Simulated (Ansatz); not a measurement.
Relaxation of C3H7AlFGa (13 atoms, charge 0, multiplicity 1), to a largest force component of 0.015 eV/Å in at most 40 steps.

Computed with Ansatz 0.2.0, RKS PBE/def2-SVP.

```xyz
13
Properties=species:S:1:pos:R:3
C -0.897 -1.921 0.567
Ga 1.387 -1.150 -0.114
F 2.257 -0.627 1.055
C 0.960 -0.019 -1.072
C 0.275 1.136 -1.220
Al -0.386 2.105 0.388
H -1.261 -2.904 0.785
H -1.743 -1.280 0.104
H -0.607 -1.366 1.533
H 1.255 -0.561 -1.916
H 0.124 1.580 -2.165
H -0.172 1.450 1.853
H -1.173 3.523 0.218
```

Q: Where does it end, and by what steps?

A: The forces met the threshold. After 21 steps the energy has fallen by 6.956 eV; Ga2 moved furthest, 1.18 Å. The start is strongly strained (largest force component 14 eV/Å), so its close contacts needn't be bonds. Parted: Ga2–H10. Joined: C1–Ga2, Ga2–Al6.

```csv
step,energy less start (eV),largest force component (eV/Å),accepted
0,0.0000,13.957,yes
1,-3.6526,5.317,yes
2,-5.2824,2.375,yes
3,-6.1220,0.916,yes
4,-6.4772,0.683,yes
5,-6.6158,0.495,yes
6,-6.7388,0.668,yes
7,-6.8152,0.389,yes
8,-6.8785,0.237,yes
9,-6.9057,0.302,yes
10,-6.9297,0.157,yes
11,-6.9405,0.165,yes
12,-6.9443,0.239,yes
13,-6.9505,0.069,yes
14,-6.9531,0.065,yes
15,-6.9548,0.052,yes
16,-6.9557,0.044,yes
17,-6.9557,0.039,yes
18,-6.9561,0.015,yes
19,-6.9561,0.016,yes
20,-6.9560,0.030,no
21,-6.9562,0.006,yes
```

```xyz
13
Properties=species:S:1:pos:R:3
C -0.832 -2.058 0.989
Ga 0.432 -0.668 0.393
F 1.934 -0.565 1.382
C 0.719 0.195 -1.394
C 0.394 1.504 -1.608
Al -0.223 2.274 0.049
H -0.425 -3.057 0.729
H -1.828 -1.951 0.515
H -0.946 -2.009 2.089
H 1.176 -0.392 -2.221
H 0.570 1.976 -2.595
H -0.438 0.983 1.061
H -0.513 3.733 0.627
```

Run time: 93 s on 2 threads of Arm Neoverse V1 (shared host), peak memory 0.2 GiB.
